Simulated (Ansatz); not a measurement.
A short molecular-dynamics run on Cd₂Te (the lowest singlet isomer of a short search).

```yaml
crystal:
  periodic: [false, false, false]
  atoms:
    - {symbol: Cd, position_ang: [-2.568395, -0.012321, 0.891318]}
    - {symbol: Cd, position_ang: [2.568591, 0.010657, -0.890529]}
    - {symbol: Te, position_ang: [-0.000206, 0.001664, -0.000790]}
basis:
  gaussian: {orbitals: def2-SVP}
hamiltonian: {xc: {name: BLYP}}
md: {timestep: 0.5 fs, n_steps: 15, ensemble: nvt_langevin, temperature: 500, initial_velocities: maxwell_boltzmann, friction: 0.01, seed: 808}
scf: {omitted_lower_state_checks: [starts]}
```

```sh
$ ansatz run in.yaml --threads 4 --pin off --events-out ev --progress --plain --max-ram 3916MiB
```

```json
{"step": "0", "time (fs)": "0.0", "potential energy (eV)": "-16418.9136", "kinetic (eV)": "0.1293", "T (K)": "333"}
{"step": "1", "time (fs)": "0.5", "potential energy (eV)": "-16418.9133", "kinetic (eV)": "0.1448", "T (K)": "374"}
{"step": "2", "time (fs)": "1.0", "potential energy (eV)": "-16418.9130", "kinetic (eV)": "0.1594", "T (K)": "411"}
{"step": "3", "time (fs)": "1.5", "potential energy (eV)": "-16418.9128", "kinetic (eV)": "0.1653", "T (K)": "426"}
{"step": "4", "time (fs)": "2.0", "potential energy (eV)": "-16418.9125", "kinetic (eV)": "0.1673", "T (K)": "432"}
{"step": "5", "time (fs)": "2.5", "potential energy (eV)": "-16418.9122", "kinetic (eV)": "0.1598", "T (K)": "412"}
{"step": "6", "time (fs)": "3.0", "potential energy (eV)": "-16418.9119", "kinetic (eV)": "0.1726", "T (K)": "445"}
{"step": "7", "time (fs)": "3.5", "potential energy (eV)": "-16418.9115", "kinetic (eV)": "0.1829", "T (K)": "472"}
{"step": "8", "time (fs)": "4.0", "potential energy (eV)": "-16418.9110", "kinetic (eV)": "0.1438", "T (K)": "371"}
{"step": "9", "time (fs)": "4.5", "potential energy (eV)": "-16418.9105", "kinetic (eV)": "0.1546", "T (K)": "399"}
{"step": "10", "time (fs)": "5.0", "potential energy (eV)": "-16418.9100", "kinetic (eV)": "0.1616", "T (K)": "417"}
{"step": "11", "time (fs)": "5.5", "potential energy (eV)": "-16418.9095", "kinetic (eV)": "0.1704", "T (K)": "439"}
{"step": "12", "time (fs)": "6.0", "potential energy (eV)": "-16418.9090", "kinetic (eV)": "0.1711", "T (K)": "441"}
{"step": "13", "time (fs)": "6.5", "potential energy (eV)": "-16418.9084", "kinetic (eV)": "0.1621", "T (K)": "418"}
{"step": "14", "time (fs)": "7.0", "potential energy (eV)": "-16418.9079", "kinetic (eV)": "0.1476", "T (K)": "381"}
{"step": "15", "time (fs)": "7.5", "potential energy (eV)": "-16418.9073", "kinetic (eV)": "0.1323", "T (K)": "341"}
```

Velocities are drawn at the set temperature; a run this short doesn't reach equilibrium. Under Langevin dynamics the printed temperature counts 3N degrees of freedom, so it starts below the set value.

In the def2 sets Cd, Te take a core potential; there is no spin–orbit coupling.

Frames (Å, forces in eV/Å):

```xyz
3
time=0.0 fs
Cd   -2.568   -0.012    0.891   -0.288   -0.001    0.100
Cd    2.569    0.011   -0.891    0.288    0.001   -0.100
Te    0.000    0.002   -0.001   -0.001    0.000    0.000
3
time=0.5 fs
Cd   -2.569   -0.013    0.891   -0.284   -0.001    0.098
Cd    2.568    0.010   -0.890    0.298    0.001   -0.103
Te    0.001    0.003   -0.001   -0.014    0.000    0.005
3
time=1.0 fs
Cd   -2.569   -0.015    0.891   -0.279   -0.001    0.097
Cd    2.567    0.010   -0.890    0.307    0.001   -0.106
Te    0.002    0.004   -0.001   -0.027    0.000    0.009
3
time=1.5 fs
Cd   -2.569   -0.016    0.891   -0.274   -0.001    0.095
Cd    2.566    0.009   -0.890    0.315    0.001   -0.109
Te    0.003    0.006   -0.001   -0.041    0.000    0.014
3
time=2.0 fs
Cd   -2.570   -0.017    0.891   -0.269   -0.001    0.093
Cd    2.565    0.009   -0.890    0.324    0.001   -0.112
Te    0.005    0.007   -0.001   -0.054    0.000    0.019
3
time=2.5 fs
Cd   -2.570   -0.018    0.891   -0.264   -0.001    0.092
Cd    2.564    0.008   -0.890    0.333    0.002   -0.116
Te    0.006    0.009   -0.001   -0.069    0.000    0.024
3
time=3.0 fs
Cd   -2.570   -0.019    0.891   -0.258   -0.001    0.090
Cd    2.563    0.008   -0.890    0.343    0.001   -0.119
Te    0.008    0.010   -0.001   -0.085    0.000    0.029
3
time=3.5 fs
Cd   -2.570   -0.020    0.891   -0.252   -0.001    0.087
Cd    2.562    0.007   -0.890    0.354    0.001   -0.123
Te    0.009    0.011   -0.002   -0.102    0.000    0.035
3
time=4.0 fs
Cd   -2.571   -0.021    0.891   -0.246   -0.001    0.085
Cd    2.561    0.007   -0.889    0.365    0.001   -0.127
Te    0.011    0.013   -0.002   -0.119    0.000    0.041
3
time=4.5 fs
Cd   -2.571   -0.022    0.890   -0.240   -0.001    0.083
Cd    2.561    0.006   -0.889    0.375    0.001   -0.130
Te    0.012    0.014   -0.002   -0.135    0.000    0.047
3
time=5.0 fs
Cd   -2.571   -0.024    0.890   -0.235   -0.001    0.082
Cd    2.560    0.006   -0.889    0.386    0.001   -0.134
Te    0.014    0.015   -0.003   -0.151   -0.001    0.052
3
time=5.5 fs
Cd   -2.572   -0.025    0.890   -0.229   -0.001    0.080
Cd    2.559    0.006   -0.888    0.396    0.001   -0.138
Te    0.016    0.016   -0.003   -0.167   -0.001    0.058
3
time=6.0 fs
Cd   -2.572   -0.026    0.890   -0.223   -0.001    0.077
Cd    2.559    0.005   -0.888    0.407    0.001   -0.141
Te    0.017    0.017   -0.003   -0.184   -0.001    0.064
3
time=6.5 fs
Cd   -2.572   -0.027    0.889   -0.217    0.000    0.075
Cd    2.558    0.005   -0.887    0.417    0.001   -0.144
Te    0.019    0.019   -0.003   -0.200   -0.001    0.069
3
time=7.0 fs
Cd   -2.573   -0.028    0.889   -0.211    0.000    0.073
Cd    2.558    0.004   -0.887    0.427    0.001   -0.148
Te    0.021    0.020   -0.003   -0.216   -0.001    0.075
3
time=7.5 fs
Cd   -2.573   -0.029    0.889   -0.205    0.000    0.071
Cd    2.558    0.004   -0.886    0.436    0.001   -0.151
Te    0.022    0.021   -0.003   -0.231   -0.001    0.080
```

It took 13 s on 4 threads of Arm Neoverse V1 on a shared host.
